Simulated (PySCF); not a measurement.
Species: C6H8N (charge -1).
Structure used (GFN2-xTB), in Å, numbered top down from 1:
```
atom  x, y, z in Å
C1    -0.3407    1.9526    0.4230
C2     0.0552    0.6555    0.4797
C3    -0.0846   -0.1737    1.6095
C4     0.3175   -1.4738    1.6723
N5     0.6504   -2.5923    1.7612
C6     0.6643    0.0310   -0.7575
C7    -0.3694   -0.7990   -1.5184
H8    -0.2134    2.5507   -0.4682
H9    -0.8011    2.4468    1.2658
H10   -0.5476    0.2349    2.5041
H11    1.4939   -0.6225   -0.4709
H12    1.0554    0.8137   -1.4180
H13   -0.7175   -1.6124   -0.8857
H14   -1.2243   -0.1795   -1.7892
H15    0.0575   -1.2241   -2.4295
```

Structure optimised with GFN2-xTB, isolated species.

Take the most abundant isotopes and a rigid rotor. The values belong to one conformer with, in the numbering `[CH2:1]=[C:2]([CH-:3][C:4]#[N:5])[CH2:6][CH3:7]`, C1–C2–C3–C4 180°, C1–C2–C6–C7 -99°.

(1) What are A, B and C (GHz)?

(2) Classify the top.

(3) What does the inertial defect say?

(4) List the rotational levels J(Ka,Kc) to J = 5 (MHz).

(5) Estimate the classical rotational partition function at 25 K, 50 K and 298.15 K.

## Answers

(1) Ia = 130.77, Ib = 238.83, Ic = 339.46 u·Å²; 505379 MHz·u·Å²/I gives 3865, 2116 and 1489 MHz, that is A = 3.8647, B = 2.1161, C = 1.4888 GHz.

(2) An asymmetric top: κ = (2 × 2116 − 3865 − 1489)/(3865 − 1489) = -0.47.

(3) Not planar: Δ = Ic − Ia − Ib = -30.14 u·Å². For a rigid frame Δ = −2 Σ m c², so Σ m c² = 15.07 u·Å² lies off the ab plane: 6.37 from hydrogen and 8.69 from heavier atoms. The atom farthest from that plane is 1.34 Å away.

(4) Above 0(0,0):
J = 1: 1(0,1) 3605, 1(1,1) 5353, 1(1,0) 5981
J = 2: 2(0,2) 10674, 2(1,2) 11936, 2(1,1) 13818, 2(2,1) 19064, 2(2,0) 19204
J = 3: 3(0,3) 20967, 3(1,3) 21730, 3(1,2) 25473, 3(2,2) 29878, 3(2,1) 30541, 3(3,1) 40270, 3(3,0) 40290
J = 4: 4(0,4) 34269, 4(1,4) 34664, 4(1,3) 40799, 4(2,3) 44187, 4(2,2) 45964, 4(3,2) 54920, 4(3,1) 55058, 4(4,1) 69156, 4(4,0) 69158
J = 5: 5(0,5) 50492, 5(1,5) 50675, 5(1,4) 59566, 5(2,4) 61900, 5(2,3) 65459, 5(3,3) 73254, 5(3,2) 73772, 5(4,2) 87492, 5(4,1) 87513, 5(5,1) 105765, 5(5,0) 105765
The levels of one J sum to (2J + 1)J(J + 1)(A + B + C)/3.

(5) Point group C1, symmetry number σ = 1; q = (√π/σ)·√((kT/h)³/(ABC)), k/h = 20836.6 MHz/K: 6040 at 25 K, 17100 at 50 K, 249000 at 298.15 K.

GFN2-xTB frequencies: not computed here. Zero-point vibration and centrifugal distortion are left out.
